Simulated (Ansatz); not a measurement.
Cartesian coordinates (Å):
```xyz
7

Mo     0.0000     0.0000     0.0000
Cl    -2.1714     0.0699     0.7783
Cl     0.2894     2.2070     0.6091
Cl    -0.7259     0.6707    -2.0854
Cl    -0.2894    -2.2070    -0.6091
Cl     0.7259    -0.6707     2.0854
Cl     2.1715    -0.0699    -0.7783
```
Charge 0, spin multiplicity 1.

All values below come from frozen-core CCSD(T)/def2-TZVPP // r2SCAN-D4/def2-SVP run with Ansatz (a quantum-chemistry and plane-wave program).

The HF energy comes out as -2824.65561 Ha. The MP2 correlation energy is -1.81233 Ha.

Problem. Estimate the CCSD correlation energy, the (T) correction, the total energy and the T1 diagnostic.

Solution. 
```json
{
 "CCSD correlation energy": "-1.78562 Ha",
 "(T) correction": "-0.12521 Ha",
 "CCSD(T) total energy": "-2826.56644 Ha",
 "T1 diagnostic": "0.030"
}
```
